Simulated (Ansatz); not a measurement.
Compare A (`B/C(C)=C/C`) with its isomer B (`BC1(C)CC1`).

Computed with Ansatz on PBE0-D4/def2-TZVP structures; ΔE is electronic, products minus reactants. CCSD(T)/CBS adds triple-zeta CCSD(T) − MP2 to the extrapolated MP2 energy (def2 sets, frozen cores). DFT in def2-TZVPP. B3LYP here is the variant with VWN-RPA as its local correlation; programs differ in this.

(1) Which is lower in electronic energy at CCSD(T)/CBS, and by how much? (Estimate.)

(2) Give E(B) − E(A) in kJ/mol with PBE-D4, r2SCAN-D4, HF/def2-TZVPP, B2PLYP, CCSD/def2-TZVPP, PBE0-D4, B3LYP-D4. (Best estimate.)

Largest T1 diagnostic: 0.010.

Answers

(1) Computed: A, by 29.7 kJ/mol.

(2) Ansatz gave: PBE-D4 27.1, r2SCAN-D4 26.4, HF/def2-TZVPP 42.9, B2PLYP 36.1, CCSD/def2-TZVPP 28.0, PBE0-D4 20.0, B3LYP-D4 41.8. None reverses the order clearly.

From PBE to PBE0 (25 % exact exchange), in def2-TZVPP and without D4, E(B) − E(A) moves by −7.3 kJ/mol. In def2-TZVPP, CCSD(T) changes the Hartree–Fock value by −13.7 kJ/mol (the triples alone add +1.2 kJ/mol) and MP2 by −24.2 kJ/mol.
